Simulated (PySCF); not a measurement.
## Telling isomers of C7H6ClO2P apart by NMR

- geometry from GFN2-xTB
- GIAO PBE0/pcSseg-1 shieldings
- run in PySCF 2.14
- fast rotation and ring inversion assumed for equivalent nuclei, relativity neglected, one computed conformer, gas phase

Chemical shifts δ = σref − σ; TMS for ¹H, ¹³C, all at this level. Splittings of carbon signals by F and P are missing where no couplings were computed. Where no couplings were computed, multiplicities follow the n + 1 count of equivalent neighbours, and m marks all less simple cases (inequivalent or close neighbours, rings, F or P nearby). Shifts are as computed. Against solution values, carbons near 30 ppm lie about +3 ppm off and those near 130 ppm about +5 ppm; carbons on Cl a further +6 ppm. Of 1211 compounds with measured shifts, 218 miss one by over three times the rms of a fit or turn the order of signals round; such compounds aren't used in these exercises. Carbons bonded to Cl come out too deshielded.

(1) Tabulate the signals of `COC(=O)c1cc(Cl)ccp1`, `COc1cc(Cl)cc(C=O)p1` and their relative energies.

(2) What is the quickest way to tell COC(=O)c1cc(Cl)ccp1 from COc1cc(Cl)cc(C=O)p1?

## Answers

(1) 
```tsv
SMILES	carbon types	δC	δH	E rel. (kcal/mol)
COC(=O)c1cc(Cl)ccp1	3×C 3×CH 1×CH3	172.5, 168.2, 168.0, 148.6, 142.8, 142.7, 53.8	9.21 (m, 1H), 8.95 (m, 1H), 8.17 (m, 1H), 4.15 (s, 3H)	0.0
COc1cc(Cl)cc(C=O)p1	3×C 3×CH 1×CH3	206.1, 196.5, 179.0, 149.5, 136.6, 120.0, 56.0	10.12 (m, 1H), 7.69 (m, 1H), 7.03 (m, 1H), 4.00 (s, 3H)	24.5
```

Energies are electronic energies at PBE0/pcSseg-1 on these geometries, without zero-point or thermal terms, each for the one conformer computed, which needn't be the lowest.

(2) Both give the same number of carbon signals, with the same numbers of each carbon type, so the positions decide. The first has an aromatic CH at 168.0 ppm, the second an aromatic carbon bearing oxygen (C) at 206.1 ppm. Their most deshielded carbons lie at 172.5 and 206.1 ppm. In the proton spectra the most deshielded non-exchanging signals are 9.21 (m, 1H) and 10.12 (m, 1H).
